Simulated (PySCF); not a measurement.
B(Br)(Et)(OH) (C2H6BBrO), SMILES BrB(O)CC.

The structure is a stationary point at B3LYP-D3(BJ)/def2-SVP. The values are those of a single conformer.

Two levels are set side by side: PBE/def2-TZVP (PySCF) and ωB97X/def2-TZVP (PySCF). Same geometry, gas phase. Differences are taken from unrounded values.

```csv
quantity,ωB97X
orbital gap (eV),12.77
highest occupied level (eV),-10.66
lowest empty level (eV),2.10
dipole moment (D),0.79
mean polarisability (bohr³),60.5
```

### Question
What does PBE give, and how far is it from ωB97X? (An estimate is asked for; the answer gives what the named calculation found.)

### Answer

| quantity | PBE | PBE minus ωB97X |
|---|---|---|
| orbital gap (eV) | 5.85 | -6.91 |
| highest occupied level (eV) | -6.97 | 3.69 |
| lowest empty level (eV) | -1.12 | -3.22 |
| dipole moment (D) | 0.78 | 0.00 |
| mean polarisability (bohr³) | 63.8 | 3.3 |

Without exact exchange PBE keeps part of each electron's self-repulsion, which lifts occupied levels and narrows the gap. Loosely held outer electrons make PBE densities more polarisable. Differences between two approximate levels are no errors against the true value.

Rough cost on one machine, each run with all the roots and properties that it gave: ωB97X against PBE within a factor of 2.
